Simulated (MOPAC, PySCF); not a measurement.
C2H3N, SMILES `C=C=N`, neutral singlet in the gas phase. 

Cartesian coordinates (Å):
SMILES: N=C=C
```xyz
6

C     -0.9237     0.0066     0.2976
C      0.2668    -0.0125    -0.2373
N      1.3243    -0.0381    -0.8401
H     -1.4035    -0.9171     0.5904
H     -1.4311     0.9472     0.4618
H      2.1671     0.0138    -0.2723
```
Charge 0, multiplicity 1.

All levels are single points at this geometry (PBE0-D3(BJ)/def2-TZVP); Pople sets use spherical d functions. Orbital energies aren't observables, and empty levels follow the basis.

```
level                           HOMO (eV)  LUMO (eV)  gap (eV)  dipole (D)  vertical IE, Delta-SCF (eV)
------------------------------  ---------  ---------  --------  ----------  ---------------------------
PBE-D3(BJ)/def2-TZVP in PySCF       -5.73      -1.20      4.54        1.43                            –
PBE0-D3(BJ)/def2-TZVP in PySCF      -6.94      -0.08      6.86        1.50                            –
B3LYP/6-311+G** in PySCF            -6.76      -0.45      6.31        1.60                            –
BP86/6-31G* in PySCF                -5.45      -0.91      4.54        1.55                            –
SVWN5/6-31G* in PySCF               -5.44      -0.98      4.46        1.58                         9.34
PM7 in MOPAC                        -9.80       0.63     10.43        1.97                            –
```
